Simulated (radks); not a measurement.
Question: The mean radii <r> (bohr) of the occupied orbitals of an atom or ion are listed with their occupations. All-electron calculation, Dirac Kohn-Sham, Slater X-alpha with alpha = 0.667, spin-unpolarised, spherical densities, point nucleus. Program: a radial shooting solver on a logarithmic mesh with Libxc functionals.

orbital  occ.      <r>
1s1/2       2  0.01716
2s1/2       2  0.07172
2p1/2       2  0.05908
2p3/2       4  0.06751
3s1/2       2   0.1867
3p1/2       2   0.1769
3p3/2       4   0.1924
3d3/2       4   0.1677
3d5/2       6   0.1724
4s1/2       2   0.4152
4p1/2       2   0.4180
4p3/2       4   0.4522
4d3/2       4   0.4620
4d5/2       6   0.4733
5s1/2       2   0.9516
4f5/2       6   0.5128
4f7/2       8   0.5201
5p1/2       2    1.031
5p3/2       4    1.131
5d3/2       4    1.539
5d5/2       4    1.596

Name the element and its charge. Open shells, if any, fill j = l - 1/2 first.

Answer: Z = 78, platinum, charge +2: Pt2+ in [Xe] 4f14 5d8. The 1s radius gives Z: for a bare nucleus <r> = (2 gamma + 1)/(2Z) with gamma = sqrt(1 - (Z/c)^2), 0.01695 bohr for Z = 78, and screening makes it slightly larger (0.01716 here). The occupations add up to 76, and the charge is Z minus that.
